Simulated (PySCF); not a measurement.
Mg(Br)(OH) (BrHMgO), SMILES [OH][Mg][Br].

Coordinates come from a B3LYP-D3(BJ)/def2-TZVP optimisation. One conformer was computed; it need not be the lowest.

Calculation: B3LYP-D3(BJ)/def2-TZVP (PySCF 2.14.0).

Frequencies are harmonic and unscaled.

Computed vibrational spectrum:
```tsv
mode	ν (cm⁻¹)	IR (km/mol)	Raman (Å⁴/amu)	depolarisation	moving atoms (share of kinetic energy)
1	97	168.5	2.1	0.17	H 48 %, O 30 %, Mg 21 %
2	134	7.0	0.7	0.75	Mg 55 %, H 28 %, O 13 %
3	135	5.6	1.3	0.54	Mg 45 %, H 43 %, O 8 %
4	314	12.1	8.4	0.14	Br 34 %, O 33 %, Mg 30 %
5	826	160.3	1.4	0.08	Mg 50 %, O 46 %
6	4019	113.3	156.0	0.22	H 94 %
```
